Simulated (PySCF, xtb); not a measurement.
Al(OSiH3)2 (AlH6O2Si2), SMILES [Al+]([O][SiH3])[O][SiH3], charge +1.

GFN2-xTB run with xtb 6.7.1 at its own geometry gives an orbital gap of 1.32 eV.

Coordinates come from a PBE0-D3(BJ)/def2-SVP optimisation. The spin state was assumed, not searched. The isomer is the one that the SMILES or the coordinates give; other isomers of the formula were not compared. Other conformers were not sampled.

What does r2SCAN/def2-TZVP (PySCF) give? (Estimate from the structure and the level; the computed values follow.)

gap 4.09 eV (levels -12.31 and -8.22 eV).
